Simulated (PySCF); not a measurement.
## Magnetisability: `C[C](C)(C)[Ga]([Cl])[Cl]`, C4H9Cl2Ga

Cartesian coordinates in Å; atom numbers follow the order of the lines, from 1:
```xyz
16

Ga    1.014    1.726    0.001
Cl    3.128    1.856    0.064
Cl    0.017    3.597   -0.027
C    -0.055   -0.110   -0.004
C    -0.844   -0.202    1.299
C     0.964   -1.235   -0.113
C    -1.008   -0.099   -1.195
H    -1.449   -1.110    1.308
H    -0.171   -0.226    2.158
H    -1.512    0.655    1.403
H     1.667   -1.201    0.721
H     1.533   -1.153   -1.041
H     0.461   -2.203   -0.101
H    -0.453   -0.061   -2.134
H    -1.670    0.767   -1.147
H    -1.623   -1.001   -1.191
```

Theory: GIAO B3LYP/def2-SVP magnetisability, rotational g tensor and spin-rotation constants, non-relativistic, gas phase (PySCF 2.14.0). Geometry: GFN2-xTB.

The calculation is non-relativistic, which matters for the atoms heavier than Zn.

Problem. What are the magnetisability and the molar susceptibility?

Solution. Isotropic -1852 × 10⁻³⁰ J/T², or -111.5 × 10⁻⁶ cm³/mol; principal values -1910, -1832, -1815 × 10⁻³⁰ J/T², anisotropy 88 × 10⁻³⁰ J/T² (root of half the summed squared differences of the principal values). The susceptibility is in cgs units.

Problem. Split it along the inertial axes a, b, c into diamagnetic and paramagnetic parts about the centre of mass, with the quadrupole moment.

Solution. 
```tsv
axis	χ (10⁻⁶ cm³/mol)	diamagnetic (10⁻⁶ cm³/mol)	paramagnetic (10⁻⁶ cm³/mol)	summed x² of all electrons (Å²)	quadrupole Θ (D Å)
a	-110.2	-888.3	778.1	259.0	-0.57
b	-109.4	-1309.4	1200.0	159.7	-4.81
c	-115.0	-1776.5	1661.5	49.6	+5.38
```
Anisotropies 2χaa − χbb − χcc = +3.9 and 2χbb − χaa − χcc = +6.5 × 10⁻⁶ cm³/mol. Θ is traceless in Buckingham's convention.

Problem. And the rotational g tensor?

Solution. 
| axis | rotational constant (GHz) | g | nuclear part | electronic part |
| --- | --- | --- | --- | --- |
| a | 1.5174 | -0.0082 | 0.5465 | -0.5547 |
| b | 1.0237 | -0.0047 | 0.5724 | -0.5771 |
| c | 0.7049 | -0.0034 | 0.5469 | -0.5502 |

Asymmetric top; isotopes 12C, 35Cl, 69Ga, 1H; no vibrational averaging.
